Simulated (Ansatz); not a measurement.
Mulliken charges of CH2B2F2 (`FB1CB1F`) from r2SCAN/def2-TZVPP in Ansatz (PBE0-D4/def2-TZVP geometry).

```json
{"atom": "F1", "x (Å)": "-0.633", "y (Å)": "-2.095", "z (Å)": "0.365", "charge (e)": "-0.264"}
{"atom": "B2", "x (Å)": "-0.497", "y (Å)": "-0.861", "z (Å)": "-0.041", "charge (e)": "0.254"}
{"atom": "C3", "x (Å)": "0.521", "y (Å)": "0.320", "z (Å)": "0.365", "charge (e)": "-0.214"}
{"atom": "B4", "x (Å)": "-0.434", "y (Å)": "0.540", "z (Å)": "-0.784", "charge (e)": "0.292"}
{"atom": "F5", "x (Å)": "-1.029", "y (Å)": "1.593", "z (Å)": "-1.304", "charge (e)": "-0.276"}
{"atom": "H6", "x (Å)": "0.914", "y (Å)": "0.969", "z (Å)": "1.144", "charge (e)": "0.093"}
{"atom": "H7", "x (Å)": "1.220", "y (Å)": "-0.534", "z (Å)": "0.211", "charge (e)": "0.115"}
```

Problem. By hand: the dipole of these point charges (1 e Å = 4.8032 D).

Solution. Σ q r = (0.312, 0.013, 0.077) e Å, of length 0.322 e Å = 1.55 D.

Problem. How does the dipole of the full density compare? (Estimate.)

Solution. The calculation gave: (0.275, -0.043, 0.223) e Å, 1.71 D; the point charges give 0.91 times that, at 27° from its direction.

Point charges leave out the atoms' own dipoles, such as those of lone pairs, and Mulliken's split depends on the basis, so the two needn't agree.
